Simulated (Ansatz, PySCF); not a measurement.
Caution: the highest occupied level lies above zero, so the state may not be bound. This singlet lies 0.62 eV below the relaxed triplet at the level frozen-core CCSD(T)/aug-cc-pVTZ // B3LYP-D3(BJ)/def2-TZVPD (Ansatz, an electronic-structure program).

B3LYP has the VWN-RPA correlation part, as in Gaussian. 

```xyz
5

B     -0.6301     0.0021     0.0111
B      0.8898    -0.0029    -0.0148
F      2.2236    -0.0075    -0.0376
H     -1.2378     1.0467     0.0551
H     -1.2456    -1.0385    -0.0138
```

Charge -1, multiplicity 1.

Task: Give the Mulliken and meta-Löwdin atomic charges from B3LYP-D3(BJ)/def2-TZVPD in PySCF.

Result: 
```
atom  Mulliken (e)  meta-Löwdin (e)
----  ------------  ---------------
B1            0.68            -0.79
B2           -0.72             0.12
F3           -0.70            -0.30
H4           -0.14            -0.01
H5           -0.14            -0.01
```
